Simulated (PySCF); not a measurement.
# A survey of ²⁹Si NMR shifts

[PySCF 2.14: GFN2-xTB geometry; PBE0/pcSseg-1 with gauge-including orbitals; one conformer; rapidly exchanging positions averaged; in vacuum; relativity neglected]

Shieldings were converted by a linear fit to measured shifts: ²⁹Si (scatter 8.9 ppm rms, 25.8 ppm with the 6 outliers that the fit left out vs TMS, solution or neat liquid). A few per cent of atoms miss by over 2 rms, more outside the fitted compound classes.

**Question.** Give the ²⁹Si shifts of `C/C=C(\C#N)O[SiH3]`, `C#C/C=N\[SiH2]OC`, `CC(=O)[C@H]1C=C1[SiH2]CCl`, `CN[Si@@H](C)/C=C(\C#N)OC`, `N#CC#C[SiH2][C@H]([SiH3])C#N`.

**Answer.** 
```json
{"compound": "C/C=C(\\C#N)O[SiH3]", "environment": "silicon bonded to O, 3 H", "δ (ppm)": "-41.6"}
{"compound": "C#C/C=N\\[SiH2]OC", "environment": "silicon bonded to N, O, 2 H", "δ (ppm)": "-40.9"}
{"compound": "CC(=O)[C@H]1C=C1[SiH2]CCl", "environment": "silicon bonded to 2 C, 2 H", "δ (ppm)": "-52.7"}
{"compound": "CN[Si@@H](C)/C=C(\\C#N)OC", "environment": "silicon bonded to 2 C, N, H", "δ (ppm)": "-25.7"}
{"compound": "[N:1]#[C:2][C:3]#[C:4][SiH2:5][C@H:6]([SiH3:7])[C:8]#[N:9]", "environment": "Si5: silicon bonded to 2 C, 2 H", "δ (ppm)": "-55.4"}
{"compound": "[N:1]#[C:2][C:3]#[C:4][SiH2:5][C@H:6]([SiH3:7])[C:8]#[N:9]", "environment": "Si7: silicon bonded to C, 3 H", "δ (ppm)": "-60.5"}
```

**Question.** Match the shifts -7.3, -28.8, -41.6, -50.4 ppm to `O=CC#CCN[SiH3]`, `CC(C)[SiH2]CCC(F)(F)F`, `CN[Si@@H]1C=CC1=O`, `C/C=C(\C#N)O[SiH3]`.

**Answer.** -7.3: CN[Si@@H]1C=CC1=O (silicon bonded to 2 C, N, H, in a 4-membered ring); -28.8: CC(C)[SiH2]CCC(F)(F)F (silicon bonded to 2 C, 2 H); -41.6: C/C=C(\C#N)O[SiH3] (silicon bonded to O, 3 H); -50.4: O=CC#CCN[SiH3] (silicon bonded to N, 3 H).
